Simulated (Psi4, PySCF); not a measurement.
Input for PySCF:
```python
from pyscf import gto, scf, cc

mol = gto.Mole()
mol.atom = '''
    Al    0.36695933    0.42865496    0.48164830
    C     1.95692773   -0.65701044   -0.32656185
    H     1.69918177   -1.63745946   -0.75295763
    H     2.72486752   -0.85434747    0.43432235
    H     2.46903929   -0.10900111   -1.13062786
    C    -0.55205430   -0.90172387    1.80277609
    H    -0.81963055   -1.88313168    1.38472315
    H    -1.48285509   -0.49444891    2.22328960
    H     0.09686377   -1.11066967    2.66467236
    Cl   -1.05218698    0.58052645   -1.17306678
'''
mol.basis = 'sto-3g'
mol.charge = -1
mol.spin = 1
mol.verbose = 4
mol.build()

mf = scf.UHF(mol)
mf.kernel()

mycc = cc.CCSD(mf, frozen=12)
mycc.kernel()
et = mycc.ccsd_t()
print('E(CCSD(T)) = %.10f' % (mycc.e_tot + et))
```

Question: Write the same job for Psi4.

Answer: This is not unique; one that fits is 
```
memory 2 GB

molecule mol {
-1 2
Al    0.366959    0.428655    0.481648
C     1.956928   -0.657010   -0.326562
H     1.699182   -1.637459   -0.752958
H     2.724868   -0.854347    0.434322
H     2.469039   -0.109001   -1.130628
C    -0.552054   -0.901724    1.802776
H    -0.819631   -1.883132    1.384723
H    -1.482855   -0.494449    2.223290
H     0.096864   -1.110670    2.664672
Cl   -1.052187    0.580526   -1.173067
}

set {
  basis sto-3g
  reference uhf
  freeze_core true
  mp2_type conv
  scf_type pk
  puream true
  d_convergence 1e-8
}

energy('ccsd(t)')
print_variables()
```

Both were run: PySCF gave -772.021859 Eh and Psi4 -772.021859 Eh, 0.000 mEh apart.
